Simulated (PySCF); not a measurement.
## Bi⁵²⁺: fine-structure interval

Bi⁵²⁺ [Ar] 3d10 4s2 4p1 [4p1/2^1, M_J = 1/2] → Bi⁵²⁺ [Ar] 3d10 4s2 4p1 [4p3/2^1, M_J = 3/2], as a difference of total energies. Calculation: PySCF 2.14, in an uncontracted even-tempered set (16 s from 8 bohr⁻², ratio 2.8; 13 p from 10 bohr⁻², ratio 2.8; 8 d from 18 bohr⁻², ratio 2.8; 4 f from 43 bohr⁻², ratio 3); the two-component X2C-1e Hamiltonian. Correlated levels: [Ne] frozen; the 72 highest virtual spinors dropped. "Screened" scales the spin-orbit matrix elements by Boettger's factors to mimic the two-electron term; Breit and QED terms are absent.

```csv
method,fine-structure interval (cm⁻¹)
GHF (screened spin-orbit),1450900
GMP2 (screened spin-orbit),1447700
GHF (bare spin-orbit),1492000
```
